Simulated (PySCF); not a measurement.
PySCF input (M06-2X/LANL2DZ):

```python
from pyscf import gto, dft

mol = gto.M(
    atom='''
    Ge   -0.00240866   -0.00173413    1.02787132
    Br    1.02520451   -1.51961699   -0.47004929
    Br   -1.02300231    1.52120248   -0.46971877
    ''',
    basis='lanl2dz',
    ecp='lanl2dz',
    charge=0,
    spin=0,
    verbose=4,
)

mf = dft.RKS(mol, xc='m062x')
mf.grids.level = 4
mf.conv_tol = 1e-9
mf.max_cycle = 100
mf.max_memory = 1500
mf.kernel()
if not mf.converged:
    mf = mf.newton()
    mf.kernel(mf.make_rdm1())
mf.dip_moment()
```

Output:

```
PySCF version 2.14.0

[INPUT] verbose = 4
[INPUT] num. atoms = 3
[INPUT] num. electrons = 18
[INPUT] charge = 0
[INPUT] spin (= nelec alpha-beta = 2S) = 0
[INPUT] symmetry False subgroup None
[INPUT] Mole.unit = angstrom
[INPUT] Symbol           X                Y                Z      unit          X                Y                Z       unit  Magmom
[INPUT]  1 Ge    -0.002408660000  -0.001734130000   1.027871320000 AA   -0.004551707727  -0.003277030764   1.942395286095 Bohr   0.0
[INPUT]  2 Br     1.025204510000  -1.519616990000  -0.470049290000 AA    1.937355745569  -2.871659925336  -0.888264423146 Bohr   0.0
[INPUT]  3 Br    -1.023002310000   1.521202480000  -0.469718770000 AA   -1.933194190697   2.874656067209  -0.887639830868 Bohr   0.0

nuclear repulsion = 19.590902079141
number of shells = 12
number of NR pGTOs = 36
number of NR cGTOs = 24
basis = lanl2dz
ecp = lanl2dz

******** <class 'pyscf.dft.rks.RKS'> ********
method = RKS
initial guess = minao
damping factor = 0
level_shift factor = 0
DIIS = <class 'pyscf.scf.diis.CDIIS'>
diis_start_cycle = 1
diis_space = 8
diis_damp = 0
SCF conv_tol = 1e-09
SCF conv_tol_grad = None
SCF max_cycles = 100
direct_scf = True
direct_scf_tol = 1e-13
XC library pyscf.dft.libxc version 7.1.2
    S. Lehtola, C. Steigemann, M. J. T. Oliveira, and M. A. L. Marques,  SoftwareX 7, 1–5 (2018)
XC functionals = m062x
    Y. Zhao and D. G. Truhlar,  Theor. Chem. Acc. 120, 215 (2008)
    Y. Zhao and D. G. Truhlar,  Theor. Chem. Acc. 120, 215 (2008)
radial grids:
    Treutler-Ahlrichs [JCP 102, 346 (1995); DOI:10.1063/1.469408] (M4) radial grids

becke partition: Becke, JCP 88, 2547 (1988); DOI:10.1063/1.454033
pruning grids: <function nwchem_prune>
grids dens level: 4
symmetrized grids: False
atomic radii adjust function: <function treutler_atomic_radii_adjust>
small_rho_cutoff = 0
Set gradient conv threshold to 3.16228e-05
Initial guess from minao.
tot grids = 90560
init E= 3.5564373923613
  HOMO = -0.00913371077263314  LUMO = 0.0707297497845489  gap/eV = 2.17320
cycle= 1 E= -29.7179655613871  delta_E= -33.3  |g|= 0.903  |ddm|= 6.13
  HOMO = -0.417668187741109  LUMO = -0.172404460916238  gap/eV = 6.67397
cycle= 2 E= -29.9628938146766  delta_E= -0.245  |g|= 0.41  |ddm|= 2.12
  HOMO = -0.333731850678884  LUMO = -0.13891200657382  gap/eV = 5.30132
cycle= 3 E= -30.029013973459  delta_E= -0.0661  |g|= 0.129  |ddm|= 0.742
  HOMO = -0.321917533190491  LUMO = -0.103431969619419  gap/eV = 5.94530
cycle= 4 E= -30.0380430590109  delta_E= -0.00903  |g|= 0.018  |ddm|= 0.209
  HOMO = -0.325341410928269  LUMO = -0.108067623634298  gap/eV = 5.91232
cycle= 5 E= -30.0382235843057  delta_E= -0.000181  |g|= 0.00114  |ddm|= 0.0283
  HOMO = -0.325299270848482  LUMO = -0.108073980403448  gap/eV = 5.91100
cycle= 6 E= -30.0382255365883  delta_E= -1.95e-06  |g|= 0.000114  |ddm|= 0.00453
  HOMO = -0.325299532893533  LUMO = -0.108082786015102  gap/eV = 5.91077
cycle= 7 E= -30.0382255629518  delta_E= -2.64e-08  |g|= 1.21e-05  |ddm|= 0.00056
  HOMO = -0.325299901800235  LUMO = -0.108083578582724  gap/eV = 5.91076
cycle= 8 E= -30.0382255631228  delta_E= -1.71e-10  |g|= 1.48e-06  |ddm|= 4.27e-05
  HOMO = -0.325299620872791  LUMO = -0.10808330302527  gap/eV = 5.91076
Extra cycle  E= -30.0382255631263  delta_E= -3.57e-12  |g|= 4.73e-07  |ddm|= 4.94e-06
converged SCF energy = -30.0382255631263
Dipole moment(X, Y, Z, Debye): -0.00666, -0.00481,  2.84055
```

The geometry given is a B3LYP-D3(BJ)/def2-TZVP minimum.
